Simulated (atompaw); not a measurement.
Before and after: PAW (atompaw) potential for B (Z = 5)

- Element: B (Z = 5)
- Generator: atompaw 4.2.0.5
- Type: PAW
- Functional: PBE
- Relativity: scalar-relativistic
- Frozen core: [He]
- Valence charge: 3
- Reference configuration: 2s2 2p1
- Partial waves: 2s (bound): rc 3.00 bohr; 2s channel at 2.05 Ry: rc 1.20 bohr; 2p (bound): rc 3.00 bohr; 2p channel at 0.75 Ry: rc 3.00 bohr
- Local potential: vpsmatchnc scheme with l = 2 at -0.5 Ry, radius 2.65 bohr
- Core correction: smooth core density matched at 2.15 bohr
- Augmentation charge: besselshape compensation charge, radius 3.00 bohr; PAW radius 3.00 bohr; waves and projectors: custom polynom2 7 10 vanderbiltortho

Change: wave 2s (bound): rc 3.00 bohr becomes 2s (bound): rc 2.80 bohr.

Cutoffs: the cutoffs (Ry, on a coarse ladder) from which the occupation-weighted sum of valence levels, in a spherical-Bessel basis at the reference potential, stays within 10 and 1 mRy of its value at 400 Ry; they do not see the model core or the augmentation charge, which bear on the density cutoff.

What does the change do?

The potential gets harder (8 Ry and 21 Ry → 8 Ry and 25 Ry); the range in which the s phases agree narrows (upper end 4.8 → 1.2); neither file shows a bound ghost.

```csv
quantity,base,changed
"cutoff, loose",8 Ry,8 Ry
"cutoff, tight",21 Ry,25 Ry
bound ghosts,none,none
s: phases at 3.02 bohr within 0.05 rad from the reference energy up to (Ry; the scan ends near 5),4.8,1.2
p: phases at 3.02 bohr within 0.05 rad from the reference energy up to (Ry; the scan ends near 5),1.4,1.4
lowest overlap eigenvalue by channel,"s 0.86, p 0.88","s 0.83, p 0.88"
```

 The cutoffs see the waves, projectors and local potential, not the compensation charge or the core.
